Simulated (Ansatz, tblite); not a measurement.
Removing and adding an electron: Cd13H30Se13. Charge 0, multiplicity 1. Geometry: r2SCAN-D4/def2-SVP. Ansatz, gas phase; energy differences of separate SCF runs; the oxidised species was run as a doublet alone; the reduced species was run as a doublet alone.

```xyz
56

Cd   -1.7794    1.1011    3.0413
Cd   -2.9836   -4.4666    2.0706
Cd   -4.8213   -1.7584    2.0827
Cd   -3.0435    1.8960   -0.8791
Cd   -3.3467   -3.1391   -1.4141
Cd    2.5358   -1.4546    3.8081
Cd    2.9544    2.5581    3.9211
Cd    0.5002    3.6108    0.5761
Cd    5.1940    0.7554    2.3605
Cd    0.5274   -0.8057   -0.3327
Cd   -0.1739    0.5953   -5.7208
Cd    2.6922    1.7157   -3.5861
Cd   -0.8987    3.4281   -4.2544
Se   -2.3305   -1.6069    3.2757
Se    0.9214    0.6878    4.0508
Se    0.5560   -3.6030    3.6762
Se   -0.8309    1.2693    0.5253
Se   -1.0195   -2.9912    0.0852
Se   -4.1232   -0.7664   -0.4030
Se   -2.3129    1.1882   -3.4586
Se   -2.3153   -2.2993   -4.0188
Se    2.8217   -0.9064    1.1053
Se    3.0854    2.7975    1.1685
Se    1.0350    3.3881   -2.2783
Se    4.7626    1.3153   -1.5584
Se    1.0106   -0.4004   -2.9683
H    -2.6531    2.2197    3.9611
H    -2.0509   -5.6953    2.7125
H    -6.3089   -1.4694    2.8318
H    -4.3587   -3.6077    1.4048
H    -4.1889    3.1158   -0.6325
H    -4.1163   -4.6229   -1.7066
H     3.8153   -2.0957    4.7200
H     3.1696    3.8023    5.0450
H     4.2712    1.0257    3.8258
H    -0.0184    5.1573    1.0234
H     6.4816    0.4488    1.3407
H    -0.4654   -0.8158   -6.5663
H     3.5315    1.7768   -5.0598
H    -1.5522    4.8410   -4.9132
H     0.3064    2.2429   -5.3659
H    -2.9552   -1.4801    4.6041
H     0.7627    0.7433    5.5133
H     0.1381   -3.3712    5.0671
H     1.6147   -4.5335    4.1246
H    -0.2601   -4.0628   -0.5788
H    -5.4987   -0.6876   -0.9214
H    -3.5396    1.7241   -4.0741
H    -3.6548   -1.9023   -4.4782
H    -2.5354   -3.6825   -4.4936
H     3.4165   -2.1851    0.6836
H     3.6068    4.1696    1.2965
H     1.6304    4.6881   -2.6286
H     5.1933    2.7186   -1.6485
H     5.6822    0.9366   -2.6532
H     1.9190   -1.5073   -3.3082
```

In the def2 sets Cd takes a core potential; there is no spin–orbit coupling. The xTB rows come from tblite. Single mean-field runs in def2-SVP are fitted with def2-universal-jkfit.

Q: Estimate orbital energies and vertical ionisation energies and electron affinities at: GFN1-xTB; GFN2-xTB; PBE-D4/def2-SVP; PBE0-D4/def2-SVP.

A: 
```csv
level,−HOMO (eV),vertical IE (eV),−LUMO (eV),vertical EA (eV),HOMO–LUMO gap (eV),IE − EA (eV)
GFN1-xTB,9.50,10.77,6.87,5.77,2.62,5.01
GFN2-xTB,10.78,11.89,7.25,5.92,3.53,5.97
PBE-D4/def2-SVP,5.95,–,2.87,1.63,3.09,–
PBE0-D4/def2-SVP,6.99,8.01,2.19,1.39,4.80,6.62
```

Run but left out: PBE-D4/def2-SVP (charge +1 doublet: an occupied level 0.05 eV above an empty one).   Raw xTB energy differences between charge states are shifted by several eV; the methods need an empirical correction for them. Sets without diffuse functions give affinities that are too small.
